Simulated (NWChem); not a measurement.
System: SiNH$_{3}$OCl$_{2}$; SMILES Cl[Si](Cl)(O)N

```xyz
8

N     -1.4712    -0.1652     1.2614
Si    -0.3836    -0.0457    -0.0321
O     -1.2576    -0.0720    -1.4228
Cl     0.9400    -1.6217     0.1389
Cl     0.7819     1.6843    -0.0861
H     -2.2939     0.4230     1.3025
H     -1.1845    -0.5127     2.1665
H     -0.8534     0.3470    -2.1964
```
Atoms are numbered in this order, from 1.

Level: B3LYP/6-31G* (spherical d) (NWChem), optimised geometry, unscaled harmonic frequencies. 

List the harmonic frequencies with IR intensities, and the thermochemistry.


```json
[
 {"frequency (cm⁻¹)": "148", "IR intensity (km/mol)": "7.4"},
 {"frequency (cm⁻¹)": "177", "IR intensity (km/mol)": "7.1"},
 {"frequency (cm⁻¹)": "227", "IR intensity (km/mol)": "9.1"},
 {"frequency (cm⁻¹)": "273", "IR intensity (km/mol)": "39.6"},
 {"frequency (cm⁻¹)": "280", "IR intensity (km/mol)": "8.2"},
 {"frequency (cm⁻¹)": "298", "IR intensity (km/mol)": "53.8"},
 {"frequency (cm⁻¹)": "312", "IR intensity (km/mol)": "181.6"},
 {"frequency (cm⁻¹)": "360", "IR intensity (km/mol)": "54.9"},
 {"frequency (cm⁻¹)": "481", "IR intensity (km/mol)": "50.2"},
 {"frequency (cm⁻¹)": "569", "IR intensity (km/mol)": "271.6"},
 {"frequency (cm⁻¹)": "833", "IR intensity (km/mol)": "74.4"},
 {"frequency (cm⁻¹)": "870", "IR intensity (km/mol)": "108.3"},
 {"frequency (cm⁻¹)": "907", "IR intensity (km/mol)": "330.9"},
 {"frequency (cm⁻¹)": "995", "IR intensity (km/mol)": "103.8"},
 {"frequency (cm⁻¹)": "1610", "IR intensity (km/mol)": "79.2"},
 {"frequency (cm⁻¹)": "3584", "IR intensity (km/mol)": "52.8"},
 {"frequency (cm⁻¹)": "3684", "IR intensity (km/mol)": "45.6"},
 {"frequency (cm⁻¹)": "3799", "IR intensity (km/mol)": "97.2"}
]
```

| Item | Result |
|---|---|
| zero-point energy | 27.7 kcal/mol |
| thermal correction to the enthalpy at 298.15 K (with zero-point energy) | 32.9 kcal/mol |
| heat capacity Cv | 24.3 cal/(mol K) |
| entropy at 298.15 K and 1 atm (symmetry number 1) | 84.3 cal/(mol K) |
| dipole moment | 1.90 D |

Rigid rotor and harmonic oscillator.
